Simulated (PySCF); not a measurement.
Isomers of C10H14, one GFN2-xTB conformer each. Single-point energies are computed at PBE0/pcSseg-1 (PySCF, gas phase, no added dispersion term), electronic only.

| SMILES | GFN2-xTB relative energy (kcal/mol) |
| --- | --- |
| C=C[C@@H]1CC[C@@H]1C=C1CC1 | 40.0 |
| C#C[C@@H]1CC[C@@H]1CC(=C)C | 40.3 |
| C=C[C@@H]1C[C@@H]2C=C[C@@]1(C)C2 | 0.0 |

Conformers: `[CH2:1]=[CH:2][C@@H:3]1[CH2:4][CH2:5][C@@H:6]1[CH:7]=[C:8]1[CH2:9][CH2:10]1` with C1–C2–C3–C4 -129°, C5–C6–C7–C8 146°, C2–C3–C4–C5 -134°, C3–C4–C5–C6 13°, C4–C5–C6–C7 103°, C7–C8–C9–C10 -179°; `[CH:1]#[C:2][C@@H:3]1[CH2:4][CH2:5][C@@H:6]1[CH2:7][C:8](=[CH2:9])[CH3:10]` with C5–C6–C7–C8 70°, C6–C7–C8–C9 -104°, C2–C3–C4–C5 -132°, C3–C4–C5–C6 12°, C4–C5–C6–C7 104°, C2–C3–C6–C5 131°; `[CH2:1]=[CH:2][C@@H:3]1[CH2:4][C@@H:5]2[CH:6]=[CH:7][C@@:8]1([CH3:9])[CH2:10]2` with C1–C2–C3–C4 -127°.

Q: What does PBE0/pcSseg-1 give for the same structures?

A: 
```tsv
SMILES	PBE0/pcSseg-1 E (Eh)	PBE0/pcSseg-1 (kcal/mol)	GFN2-xTB (kcal/mol)	point group
C=C[C@@H]1C[C@@H]2C=C[C@@]1(C)C2	-388.91880	0.0	0.0	C1
C#C[C@@H]1CC[C@@H]1CC(=C)C	-388.84994	43.2	40.3	C1
C=C[C@@H]1CC[C@@H]1C=C1CC1	-388.84866	44.0	40.0	C1
```

Both levels put the same isomer lowest; measured from each level's own lowest isomer, the values differ by up to 4.0 kcal/mol (C=C[C@@H]1CC[C@@H]1C=C1CC1: 40.0 against 44.0). As drawn, the lowest has a quaternary carbon, which the highest lacks; the highest has a three-membered ring and a four-membered ring, which the lowest lacks. Neighbours under 2.5 kcal/mol apart (C#C[C@@H]1CC[C@@H]1CC(=C)C and C=C[C@@H]1CC[C@@H]1C=C1CC1) can change places with a better method, another conformer or zero-point energy.

Q: Which frontier levels, dipoles and rotational constants go with these structures?

A: 
| SMILES | HOMO (eV, PBE0/pcSseg-1) | LUMO (eV) | dipole (D) | A, B, C (MHz) |
| --- | --- | --- | --- | --- |
| C=C[C@@H]1C[C@@H]2C=C[C@@]1(C)C2 | -6.82 | 0.28 | 0.36 | 2098, 1286, 1080 |
| C#C[C@@H]1CC[C@@H]1CC(=C)C | -7.07 | 0.53 | 0.79 | 2117, 846.4, 725.8 |
| C=C[C@@H]1CC[C@@H]1C=C1CC1 | -6.90 | 0.31 | 0.33 | 1903, 880.3, 672.5 |
